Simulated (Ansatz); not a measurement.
Born–Oppenheimer molecular dynamics of C$_{2}$H$_{9}$FO$_{3}$Si$_{2}$ (17 atoms, charge 0, multiplicity 1). It starts from a relaxed structure.

The calculation used Ansatz, RKS PBE-D4/STO-3G.

| Quantity | Value |
| --- | --- |
| ensemble | NVT, Nosé–Hoover chain |
| time step | 0.5 fs |
| steps asked | 191 |
| set temperature | 500 K |
| thermostat | time constant 50 fs, chain length 1 |
| seed | 81175 |

First frame:

```xyz
17
Properties=species:S:1:pos:R:3
Si -0.099 -0.171 0.240
O -0.142 -0.731 1.846
Si -1.248 0.134 2.851
H -2.633 0.061 2.384
H -1.169 -0.550 4.135
H -0.888 1.536 3.053
F 1.417 0.327 -0.128
O -1.138 1.221 0.162
C -2.288 1.005 -0.728
H -3.120 0.445 -0.225
H -2.688 2.006 -1.011
H -2.041 0.454 -1.670
O -0.432 -1.419 -0.914
C -1.404 -2.381 -0.369
H -1.156 -2.733 0.664
H -2.453 -1.987 -0.346
H -1.400 -3.269 -1.043
```

Q: What does the run give?

A: All steps were run.

```
steps done                                               : 191
time covered                                             : 95.5 fs
mean temperature over the second half                    : 422 K
spread of the potential energy over the second half      : 8.3 meV per atom
mean potential energy of the second half above the start : 43.5 meV per atom
```

The conserved energy stayed within 0.39 meV per atom of its start (net change 0.23 meV per atom), so the integration is sound. The mean temperature of the second half is 16 % below the set value. A run of 0.096 ps of so small a system gives no equilibrium averages. Limits of this set-up: minimal basis.

Q: What happens to the structure?

A: The same pairs are bonded in the first frame and the last. Pairs count as bonded within 1.25 times the sum of covalent radii (0.12 Å more for H–H). The details hang on the random start.

Q: How do temperature and energy run in time?

A: 
```csv
time (fs),T (K),potential energy less start (eV),conserved less start (meV/atom)
0.0,500,0.000,0.00
4.5,294,0.403,0.12
9.0,206,0.578,0.17
13.5,320,0.364,0.10
18.0,275,0.465,0.14
22.5,146,0.730,0.23
27.0,247,0.549,0.17
31.5,338,0.401,0.09
36.0,171,0.752,0.20
40.5,352,0.431,0.11
45.0,464,0.266,0.05
49.5,308,0.621,0.17
54.0,245,0.789,0.23
58.5,380,0.577,0.16
63.0,368,0.670,0.25
67.5,310,0.855,0.32
72.0,508,0.543,0.15
76.5,481,0.691,0.22
81.0,421,0.899,0.25
85.5,475,0.877,0.17
90.0,591,0.745,0.20
94.5,529,0.990,0.32
```

Time of the run: 18 min on 1 thread of Arm Neoverse V1, on a shared host, peak memory 0.12 GiB.
